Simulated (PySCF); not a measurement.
# Polarisability and C₆ of Zr²⁺ (zirconium, charge +2)

[Kr] 4d2, high-spin 3F determinant. All numbers are calculated (PySCF 2.14, scalar relativity by spin-free X2C-1e, in aug-cc-pVTZ-DK). Coupled (time-dependent) response in atomic units; α is the mean over directions.

```csv
method,mean α (bohr³),C₆ (like pair),S(−4)
B3LYP,12.30,60.36,106.2
```

S(−4) is the Cauchy moment in α(ω) = α(0) + S(−4) ω² + …

Spin-orbit coupling is absent.

α(iu) at B3LYP:

```
u (hartree)  α(iu) (bohr³)
          0          12.30
     0.0500          12.05
      0.100          11.39
      0.200          9.683
      0.300          8.200
      0.500          6.174
      0.750          4.611
       1.00          3.576
       1.50          2.299
       2.00          1.575
       3.00         0.8501
       5.00         0.3542
```

For an ion, C₆ is the dispersion term alone; charge-induced terms of lower order in 1/R come first.
